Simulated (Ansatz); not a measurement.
Consider the redistribution: `[NH2][In]([NH2])[Br]` + `[SiH]O[SiH3]` → `[NH2][InH][NH2]` + `[SiH3]O[Si]Br`.

Program: Ansatz. Geometries: PBE0-D4/def2-TZVP. ΔE: electronic, gas phase. CCSD(T)/CBS is the MP2 limit (def2-TZVPP, def2-QZVPP) plus CCSD(T) − MP2 in def2-TZVPP, frozen cores. def2 core potentials past Kr. For Br, In outer-core shells are correlated without core-valence functions, which leaves a few kJ/mol of doubt a bond. Scalar relativity is left out up to krypton. One conformer a species, not always the lowest.

| species | CCSD(T)/CBS(def2) energy (Eh) |
| --- | --- |
| `[NH2][In]([NH2])[Br]` | -2875.02519 |
| `[SiH]O[SiH3]` | -655.75389 |
| `[NH2][InH][NH2]` | -302.23482 |
| `[SiH3]O[Si]Br` | -3228.55316 |

(1) Work out ΔE.

(2) What do rigid-rotor, harmonic-oscillator terms from PBE0-D4/def2-TZVP frequencies (298.15 K, 1 bar) make of the CCSD(T)/CBS value? (Best estimate.)

Largest T1 diagnostic among the species: 0.015.

Answers

(1) ΔE = (-302.23482) + (-3228.55316) − (-2875.02519) − (-655.75389) = -0.00890 Eh = -0.24 eV.

(2) Ansatz gave: ΔZPE = -0.01 eV, ΔH = -0.26 eV, ΔS = -6 J/(mol·K), ΔG = -0.24 eV.

From r2SCAN to r2SCAN0 (25 % exact exchange), in def2-TZVPP and without D4, ΔE moves by +0.03 eV. The D4 term adds −0.04 eV with B3LYP and −0.02 eV with PBE0; it sums over pairs of atoms, weighted by their polarisabilities, and B3LYP, whose exchange is more repulsive, gets the larger term. In def2-TZVPP, CCSD(T) changes the Hartree–Fock value by −0.18 eV (the triples alone add −0.03 eV) and MP2 by −0.21 eV.

B3LYP here is the variant with VWN-RPA as its local correlation; programs differ in this.
